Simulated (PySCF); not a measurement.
Excitations are Tamm–Dancoff values on a coarser integration grid. The basis has no diffuse functions, so Rydberg states are missing or too high.

Z-matrix (Å, degrees):
```
C
C 1 1.4236
C 2 1.3884 1 120.82
H 2 1.0987 3 120.27 1 179.99
H 3 1.1007 2 119.68 4 -0.01
C 3 1.4214 5 119.51 2 -180.00
C 6 1.3848 3 120.06 5 -179.99
H 7 1.0995 6 122.44 3 179.99
H 6 1.1005 7 120.23 8 0.00
C 7 1.4272 8 117.15 6 -180.00
N 10 1.3643 7 117.66 8 -0.01
C 11 1.3362 10 119.31 7 179.98
C 12 1.4253 11 121.88 10 -0.04
H 13 1.1015 12 119.40 11 -179.97
C 13 1.4036 14 119.15 12 179.95
B 15 1.5498 13 118.28 14 -0.12
H 16 1.2151 15 123.00 13 -179.52
H 16 1.2167 17 118.60 4 179.48
Si 12 1.9039 11 114.39 10 179.96
H 19 1.5026 12 109.79 11 -59.94
H 19 1.5026 20 109.02 12 -120.33
H 19 1.5060 20 109.23 21 -119.31
```
Charge 0, spin multiplicity 1.

Question: What is the computed S1 excitation (TDA), S1 oscillator strength, LUMO, total energy, HOMO, brightest of the four lowest singlets (TDA), HOMO–LUMO gap and T1 excitation (TDA) (PBE-D3(BJ)/def2-TZVP // PBE-D3(BJ)/def2-SVP run with PySCF)?

Answer: 
The S1 excitation (TDA) is 2.49 eV. The S1 oscillator strength is 0.001. The LUMO is -3.67 eV. The total energy comes out as -19524.70 eV and the HOMO comes out as -5.99 eV. The brightest of the four lowest singlets (TDA) is 3.48 eV. The HOMO–LUMO gap is 2.32 eV and the T1 excitation (TDA) comes out as 2.12 eV.
